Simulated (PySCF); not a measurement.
FH6NOSi2, SMILES O[SiH2]N[SiH2]F.

Coordinates come from a B3LYP-D3(BJ)/def2-SVP optimisation. This is a generated structure with no PubChem entry under its InChIKey; it may be hypothetical. One conformer was computed; it need not be the lowest.

Two levels are set side by side: TDA-PBE/def2-SVPD (PySCF) and TDA-M06-2X/def2-SVPD (PySCF). Vertical, same geometry. The lowest singlet is HOMO→LUMO 94 % with PBE and HOMO→LUMO 76 % with the other functional; states are paired by order. Differences are taken from unrounded values.

| quantity | TDA-PBE |
|---|---|
| lowest singlet excitation (eV) | 6.40 |
| lowest triplet excitation (TDA) (eV) | 6.03 |
| first bright state (f over 0.05) (eV) | 6.71 |
| its oscillator strength | 0.07 |

Q: These are the TDA-PBE values. What does TDA-M06-2X give? (Estimate from the structure and the level; the computed values follow.)

A: 
| quantity | TDA-M06-2X | TDA-PBE minus TDA-M06-2X |
|---|---|---|
| lowest singlet excitation (eV) | 7.34 | -0.94 |
| lowest triplet excitation (TDA) (eV) | 6.96 | -0.93 |
| first bright state (f over 0.05) (eV) | 7.94 | -1.23 |
| its oscillator strength | 0.06 | 0.01 |

A lower first singlet is the usual sign of a functional without exact exchange. Differences between two approximate levels are no errors against the true value.

Rough cost on one machine, each run with all the roots and properties that it gave: TDA-M06-2X against TDA-PBE about 10 times.
